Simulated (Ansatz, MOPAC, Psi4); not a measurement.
Molecule: C₄H₉N (charge 0, singlet). SMILES: C1CC(N)C1
Coordinates optimised at B3LYP-D3(BJ)/def2-TZVP (Ansatz, an electronic-structure program):
```xyz
14

C     -1.5398     0.2655     0.2709
C     -0.6234    -0.9815     0.2024
C      0.5971    -0.0373     0.2786
C     -0.3237     1.1240    -0.1576
N      1.7132    -0.3468    -0.6022
H     -1.8557     0.4849     1.2912
H     -2.4165     0.2798    -0.3747
H     -0.6644    -1.4556    -0.7791
H     -0.7297    -1.7420     0.9762
H      0.8911     0.1004     1.3288
H     -0.1838     2.0937     0.3203
H     -0.2801     1.2446    -1.2408
H      2.1797    -1.1960    -0.3002
H      2.4060     0.3942    -0.5721
```

Property: enthalpy of formation at 298 K, in kcal/mol. Terms: dispersion terms only where a functional's name holds one; valence correlation only; UHF or UKS for open shells; no spin-orbit coupling; non-relativistic; 6-311+G** with 5d; LANL2DZ all-electron up to Ne; 6-31G* and kin with 6d, 5d where marked. CBS(X,Y): correlation extrapolated as X^-3; Hartree-Fock from the larger set. First-principles rows: single points at B3LYP-D3(BJ) geometries (Ansatz), with unscaled harmonic terms from B3LYP/6-31G* at its own minima, enthalpies of formation by atomisation with measured atoms. Semi-empirical rows: MOPAC heats of formation at their own minima for 298 K.

Measured values: CRC Handbook, as tabulated in the package chemicals; they hold spin-orbit and core effects, anharmonicity and other conformers. For NC1CCC1 (enthalpy of formation at 298 K) the tabulated value and CCSD(T)/CBS(aug-cc-pVTZ,aug-cc-pVQZ) (Ansatz) part by 4.8 kcal/mol: another conformer or state, missing terms or a fault of the table's entry are possible. 

Value to compare with, the measured value: 9.8 kcal/mol.

```tsv
level	program	enthalpy of formation at 298 K (kcal/mol)	error
PM3	MOPAC	0.8	-9.0
MNDO	MOPAC	-6.7	-16.5
HF/LANL2DZ	Ansatz	427.5	417.7
HF/6-31G*	Ansatz	372.3	362.5
BLYP/6-31G*	Ansatz	29.2	19.4
B3LYP/STO-3G	Ansatz	-202.7	-212.5
B3LYP/6-31G*	Ansatz	21.8	12.0
B3LYP/6-31G**	Ansatz	11.4	1.6
wB97X-D/6-31G*	Psi4	11.7	1.9
wB97X-D/6-311+G**	Psi4	18.4	8.6
PBE0/def2-TZVPD	Ansatz	5.9	-3.9
CCSD(T)/CBS(aug-cc-pVTZ,aug-cc-pVQZ)	Ansatz	14.7	4.9
```

Among the 10 habitual levels, HF/LANL2DZ lies farthest from the measured value (417.7 kcal/mol); 7 of 10 lie above it, and their mean absolute error is 106.2 kcal/mol, the median 14.2. One case shows no general order.

The levels are drawn from those run, B3LYP/6-31G* more often than the rest, none by its result; runs whose electronic state is in doubt are left out.
